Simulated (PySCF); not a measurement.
C₄H₃FOS, SMILES Oc1cc(F)cs1.

Geometry optimised at ωB97X-D3(BJ)/def2-SVP. The values are those of a single conformer.

All values below come from PBE/def2-TZVP (PySCF).

```yaml
total_energy: -727.07859 hartree
point_group: Cs
highest_occupied_level: -5.24 eV
lowest_empty_level: -1.28 eV
orbital_gap: 3.96 eV
dipole_moment: 2.14 D
quadrupole, principal values (traceless, Buckingham form, about the centre of nuclear charge): -5.33, 0.86, 4.47 D·Å
mean_static_polarisability: 66.0 bohr³ (9.78 Å³)
polarisability_principal_values: 39.8, 76.1, 82.1 bohr³
```
